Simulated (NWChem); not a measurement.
System: PbH$_{2}$, singlet; SMILES [PbH2]

NWChem printed, in part:

```
             Northwest Computational Chemistry Package (NWChem) 7.3.0
             --------------------------------------------------------

 C2V symmetry detected

                             Geometry "geometry" -> ""
                             -------------------------

 Output coordinates in angstroms (scale by  1.889725989 to convert to a.u.)

  No.       Tag          Charge          X              Y              Z
 ---- ---------------- ---------- -------------- -------------- --------------
    1 Pb                  82.0000     0.00000000     0.00000000     0.03123719
    2 H                    1.0000     1.30909500     0.00000000    -1.28072481
    3 H                    1.0000    -1.30909500     0.00000000    -1.28072481

 Effective nuclear repulsion energy (a.u.)      47.0277085355

      Symmetry information
      --------------------

 Group name             C2v
 Group number             16
 Group order               4
 No. of unique centers     2

                                 NWChem DFT Module
                                 -----------------

 Summary of "ao basis" -> "ao basis" (spherical)
 ------------------------------------------------------------------------------
       Tag                 Description            Shells   Functions and Types
 ---------------- ------------------------------  ------  ---------------------
 Pb                        def2-svpd                12       32   5s4p3d
 H                         def2-svpd                 4        8   2s2p

      Symmetry analysis of basis
      --------------------------

        a1         21
        a2          5
        b1         13
        b2          9

            General Information
            -------------------
          SCF calculation type: DFT
          Wavefunction type:  closed shell.
          No. of atoms     :     3
          No. of electrons :    24
           Alpha electrons :    12
            Beta electrons :    12
          Charge           :     0
          Spin multiplicity:     1
          Use of symmetry is: off; symmetry adaption is: on
          Maximum number of iterations: 150
          AO basis - number of functions:    48
                     number of shells:    20
          Convergence on energy requested:  1.00D-06
          Convergence on density requested:  1.00D-05
          Convergence on gradient requested:  5.00D-04

              XC Information
              --------------
                         PBE0 Method XC Functional
                     Hartree-Fock (Exact) Exchange  0.250
          PerdewBurkeErnzerhof Exchange Functional  0.750
            Perdew 1991 LDA Correlation Functional  1.000 local
           PerdewBurkeErnz. Correlation Functional  1.000 non-local

             Grid Information
             ----------------
          Grid used for XC integration:  medium
          Radial quadrature: Mura-Knowles
          Angular quadrature: Lebedev.
          Tag              B.-S. Rad. Rad. Pts. Rad. Cut. Ang. Pts.
          ---              ---------- --------- --------- ---------
          Pb                  1.80      123           8.0       590
          H                   0.35       45          10.0       434
          Grid pruning is: on
          Number of quadrature shells:   213
          Spatial weights used:  Erf1

      Superposition of Atomic Density Guess
      -------------------------------------

 Sum of atomic energies:        -220.35839548

      Non-variational initial energy
      ------------------------------

 Total energy =    -192.689307
 1-e energy   =    -362.149679
 2-e energy   =     156.695292
 HOMO         =      -0.237349
 LUMO         =      -0.073482

      Symmetry analysis of molecular orbitals - initial
      -------------------------------------------------

  Numbering of irreducible representations:

     1 a1          2 a2          3 b1          4 b2

  Orbital symmetries:

     1 a1          2 a1          3 b1          4 b2          5 b1
     6 a1          7 a1          8 b2          9 a2         10 a1
    11 b1         12 a1         13 b2         14 a1         15 b1
    16 a1         17 a1         18 b2         19 a2         20 b1
    21 a1         22 a1

   convergence    iter        energy       DeltaE   RMS-Dens  Diis-err
 ---------------- ----- ----------------- --------- --------- ---------
 d= 0,ls=0.0,diis     1   -194.0010776494 -2.07D+02  1.65D-02  6.38D-02
 d= 0,ls=0.0,diis     2   -194.0114346984 -1.04D-02  4.64D-03  1.86D-02
 d= 0,ls=0.0,diis     3   -194.0152046924 -3.77D-03  1.41D-03  2.14D-03
 d= 0,ls=0.0,diis     4   -194.0155726292 -3.68D-04  1.26D-04  8.91D-06
 d= 0,ls=0.0,diis     5   -194.0155743394 -1.71D-06  2.15D-05  5.26D-07
 d= 0,ls=0.0,diis     6   -194.0155744509 -1.11D-07  2.85D-06  3.57D-09

         Total DFT energy =     -194.015574450888
      One electron energy =     -362.645623451448
           Coulomb energy =      172.591007523712
    Exchange-Corr. energy =      -16.726038139094
 Nuclear repulsion energy =       12.765079615943

 Numeric. integr. density =       23.999988943366

                  Occupations of the irreducible representations
                  ----------------------------------------------

                     irrep           alpha         beta
                     --------     --------     --------
                     a1                6.0          6.0
                     a2                1.0          1.0
                     b1                3.0          3.0
                     b2                2.0          2.0

                       DFT Final Molecular Orbital Analysis
                       ------------------------------------

 Vector   10  Occ=2.000000D+00  E=-5.227579D-01  Symmetry=a1
              MO Center= -9.4D-11,  1.7D-11, -3.1D-01, r^2= 1.9D+00
   Bfn.  Coefficient  Atom+Function         Bfn.  Coefficient  Atom+Function
  ----- ------------  ---------------      ----- ------------  ---------------
     3      0.812347  1 Pb s                  1     -0.577015  1 Pb s
     4      0.263794  1 Pb s                 33      0.145653  2 H  s
    41      0.145653  3 H  s                 14     -0.070985  1 Pb pz
     2     -0.069087  1 Pb s                 34      0.044100  2 H  s
    42      0.044100  3 H  s                 22     -0.028318  1 Pb d  2

 Vector   11  Occ=2.000000D+00  E=-2.852209D-01  Symmetry=b1
              MO Center= -8.1D-10,  2.0D-10, -8.1D-01, r^2= 3.0D+00
   Bfn.  Coefficient  Atom+Function         Bfn.  Coefficient  Atom+Function
  ----- ------------  ---------------      ----- ------------  ---------------
    12      0.381693  1 Pb px                33      0.298556  2 H  s
    41     -0.298556  3 H  s                 15      0.200219  1 Pb px
    34      0.194112  2 H  s                 42     -0.194112  3 H  s
    21     -0.164583  1 Pb d  1               9     -0.138175  1 Pb px
     6     -0.135544  1 Pb px                26      0.049571  1 Pb d  1

 Vector   12  Occ=2.000000D+00  E=-2.462491D-01  Symmetry=a1
              MO Center= -4.3D-10,  2.3D-10, -2.2D-01, r^2= 3.4D+00
   Bfn.  Coefficient  Atom+Function         Bfn.  Coefficient  Atom+Function
  ----- ------------  ---------------      ----- ------------  ---------------
    14      0.412582  1 Pb pz                 3      0.380575  1 Pb s
    17      0.278694  1 Pb pz                 1     -0.247962  1 Pb s
    33     -0.240476  2 H  s                 41     -0.240476  3 H  s
     4      0.235720  1 Pb s                 34     -0.174348  2 H  s
    42     -0.174348  3 H  s                 11     -0.149042  1 Pb pz

 Vector   13  Occ=0.000000D+00  E=-1.043686D-01  Symmetry=b2
              MO Center= -3.5D-10,  2.4D-10,  7.7D-03, r^2= 3.6D+00
   Bfn.  Coefficient  Atom+Function         Bfn.  Coefficient  Atom+Function
  ----- ------------  ---------------      ----- ------------  ---------------
    16      0.584629  1 Pb py                13      0.542931  1 Pb py
    10     -0.191678  1 Pb py                 7     -0.186549  1 Pb py

[...]

                                NWChem TDDFT Module
                                -------------------

            General Information
            -------------------
           No. of orbitals :      96
            Alpha orbitals :      48
             Beta orbitals :      48
        Alpha frozen cores :       0
         Beta frozen cores :       0
     Alpha frozen virtuals :       0
      Beta frozen virtuals :       0
         Spin multiplicity :       1
    Number of AO functions :      48
        Use of symmetry is : off
      Symmetry adaption is : on
         Schwarz screening :  0.10D-07

              XC Information
              --------------
                  PBE0 Method XC Functional
              Hartree-Fock (Exact) Exchange   0.25
   PerdewBurkeErnzerhof Exchange Functional   0.75
     Perdew 1991 LDA Correlation Functional   1.00 local
    PerdewBurkeErnz. Correlation Functional   1.00 non-local

             TDDFT Information
             -----------------
          Calculation type : Tamm-Dancoff TDDFT
         Wavefunction type : Restricted singlets
          No. of electrons :      24
           Alpha electrons :      12
            Beta electrons :      12
              No. of roots :       6
          Max subspacesize :    5200
            Max iterations :     100
               Target root :       1
           Target symmetry : none
      Symmetry restriction : off
                 Algorithm : Optimal
        Davidson threshold :  0.10D-03

    6 smallest eigenvalue differences (eV)
--------------------------------------------------------
  No. Spin  Occ  Vir  Irrep   E(Occ)    E(Vir)   E(Diff)
--------------------------------------------------------
    1    1   12   13 b2       -0.246    -0.104     3.861
    2    1   11   13 a2       -0.285    -0.104     4.921
    3    1   12   14 a1       -0.246     0.003     6.769
    4    1   12   15 b1       -0.246     0.015     7.099
    5    1   11   14 b1       -0.285     0.003     7.830
    6    1   11   15 a1       -0.285     0.015     8.160
--------------------------------------------------------

  Entering Davidson iterations
  Restricted singlet excited states

  Iter   NTrls   NConv    DeltaV     DeltaE      Time
  ----  ------  ------  ---------  ---------  ---------
    1      6       0     0.91E-01   0.10+100        2.4
    2     12       0     0.16E-01   0.44E-01        3.0
    3     18       1     0.28E-02   0.48E-03        3.0
    4     23       3     0.60E-03   0.88E-05        2.7
    5     26       5     0.13E-03   0.75E-06        2.3
    6     27       6     0.80E-04   0.31E-07        1.8
  ----  ------  ------  ---------  ---------  ---------
  Convergence criterion met

  Ground state a1       -194.015574450888 a.u.

  ----------------------------------------------------------------------------
  Root   1 singlet b2             0.096164403 a.u.                2.6168 eV
  ----------------------------------------------------------------------------
     Transition Moments    X -0.00000   Y -0.41111   Z -0.00000
     Dipole Oscillator Strength                    0.0108351019
     Electric Quadrupole                           0.0000000337
     Magnetic Dipole                               0.0000014396
     Total Oscillator Strength                     0.0108365753

     Occ.   10  a1  ---  Virt.   13  b2      -0.05392
     Occ.   12  a1  ---  Virt.   13  b2       0.99666
  ----------------------------------------------------------------------------
  Root   2 singlet a2             0.128347145 a.u.                3.4925 eV
  ----------------------------------------------------------------------------
     Transition Moments    X  0.00000   Y -0.00000   Z  0.00000
     Dipole Oscillator Strength                    0.0000000000
     Electric Quadrupole                           0.0000000587
     Magnetic Dipole                               0.0000016082
     Total Oscillator Strength                     0.0000016669

     Occ.   11  b1  ---  Virt.   13  b2      -0.99940
  ----------------------------------------------------------------------------
  Root   3 singlet a1             0.210849022 a.u.                5.7375 eV
  ----------------------------------------------------------------------------
     Transition Moments    X -0.00000   Y -0.00000   Z  1.29391
     Dipole Oscillator Strength                    0.2353342701
     Electric Quadrupole                           0.0000001078
     Magnetic Dipole                               0.0000000000
     Total Oscillator Strength                     0.2353343779

     Occ.   11  b1  ---  Virt.   15  b1       0.19915
     Occ.   12  a1  ---  Virt.   14  a1      -0.97517
     Occ.   12  a1  ---  Virt.   16  a1      -0.05738
     Occ.   12  a1  ---  Virt.   17  a1       0.05508
  ----------------------------------------------------------------------------
  Root   4 singlet b1             0.228924712 a.u.                6.2294 eV
  ----------------------------------------------------------------------------
     Transition Moments    X  0.52534   Y  0.00000   Z -0.00000
     Dipole Oscillator Strength                    0.0421198309
     Electric Quadrupole                           0.0000000252
     Magnetic Dipole                               0.0000021755
     Total Oscillator Strength                     0.0421220315

     Occ.   11  b1  ---  Virt.   14  a1       0.50207
     Occ.   11  b1  ---  Virt.   16  a1      -0.16409
     Occ.   11  b1  ---  Virt.   17  a1      -0.10156
     Occ.   11  b1  ---  Virt.   22  a1       0.06366
     Occ.   12  a1  ---  Virt.   15  b1      -0.83724
  ----------------------------------------------------------------------------
  Root   5 singlet a1             0.259293577 a.u.                7.0557 eV
  ----------------------------------------------------------------------------
     Transition Moments    X -0.00000   Y -0.00000   Z -0.35183
     Dipole Oscillator Strength                    0.0213974964
     Electric Quadrupole                           0.0000003557
     Magnetic Dipole                               0.0000000000
     Total Oscillator Strength                     0.0213978521

     Occ.   11  b1  ---  Virt.   15  b1       0.53302
     Occ.   12  a1  ---  Virt.   14  a1       0.05631
     Occ.   12  a1  ---  Virt.   16  a1       0.84195
  ----------------------------------------------------------------------------
  Root   6 singlet b1             0.259973438 a.u.                7.0742 eV
  ----------------------------------------------------------------------------
     Transition Moments    X  1.77608   Y  0.00000   Z -0.00000
     Dipole Oscillator Strength                    0.5467172384
     Electric Quadrupole                           0.0000003436
     Magnetic Dipole                               0.0000002242
     Total Oscillator Strength                     0.5467178062

     Occ.   11  b1  ---  Virt.   14  a1      -0.83706
     Occ.   11  b1  ---  Virt.   16  a1      -0.28987
     Occ.   11  b1  ---  Virt.   17  a1      -0.12014
     Occ.   11  b1  ---  Virt.   21  a1      -0.09511
     Occ.   11  b1  ---  Virt.   22  a1       0.06161
     Occ.   12  a1  ---  Virt.   15  b1      -0.41685
     Occ.   12  a1  ---  Virt.   20  b1       0.07124
     Occ.   12  a1  ---  Virt.   23  b1       0.07006

              Target root =      1
          Target symmetry = none
      Ground state energy =   -194.015574450888
        Excitation energy =      0.096164403030
     Excited state energy =   -193.919410047858

  stored tddft:energy   -193.91941004785772
```

Level: PBE0/def2-SVPD with def2 effective core potentials on Pb, TDA. Low-valent species are run as closed-shell singlets; no triplet was tried in these runs. All runs use the structure optimised with PBE0/def2-SVP. No frequency run checked for a minimum. def2 effective core potentials on Pb; no spin-orbit coupling.

Task: Reconstruct the input file.

Result: This is not unique; one that fits is the input that was run:
```
start job
memory heap 200 mb stack 900 mb global 1100 mb
geometry units angstroms noautoz
  Pb     0.000000     0.000000     0.068668
  H      1.309095     0.000000    -1.243294
  H     -1.309095     0.000000    -1.243294
end
basis spherical
  * library def2-svpd
end
ecp
  Pb library def2-ecp
end
dft
  xc pbe0
  iterations 150
end
tddft
  cis
  nroots 6
  notriplet
end
task tddft energy
```
